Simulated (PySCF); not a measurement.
C$_{2}$H$_{6}$Si, triplet, geometry from GFN2-xTB (the spin is typed, not shown lowest), atoms displaced at random by about 0.02 Å a coordinate. Base run: HF/3-21G (PySCF).

PySCF was given this input:
```python
from pyscf import gto, scf
from pyscf.geomopt import geometric_solver

mol = gto.Mole()
mol.atom = '''
    Si   -0.279427    0.101186    0.512274
    C     0.773039    1.395441   -0.370774
    H     0.946411    2.306550    0.215455
    H     0.355726    1.690369   -1.307134
    H     1.806362    1.072491   -0.596221
    C    -0.519799   -1.538232   -0.349284
    H     0.452922   -2.034431   -0.579767
    H    -1.022624   -1.432760   -1.287684
    H    -1.107864   -2.238965    0.258370
'''
mol.basis = '3-21g'
mol.charge = 0
mol.spin = 2
mol.verbose = 3
mol.build()

def method(m):
    mf = scf.UHF(m)
    return mf

conv, mol_eq = geometric_solver.kernel(method(mol), maxsteps=100)
print('optimisation converged:', conv)
print(mol_eq.tostring(format='xyz'))
mf = method(mol_eq)
mf.kernel()
```

Each row names what was changed in the base input (with any setting that the change needs).

| change | ΔE vs base (µEh) | optimiser steps |
|---|---|---|
| base | 0.0 | 12 |
| coordsys = cart | 2.8 | 21 |
| convergence_set = GAU_VERYTIGHT | 0.0 | 30 |
| convergence_set = TURBOMOLE | 0.0 | 12 |
| trust = 0.02 | 0.0 | 12 |
| trust = 0.5 | 0.0 | 12 |
| coordsys = prim | 0.0 | 12 |

Open shells are given as the SCF converged; they aren't shown to be the lowest states, and a large step between rows can be another state.
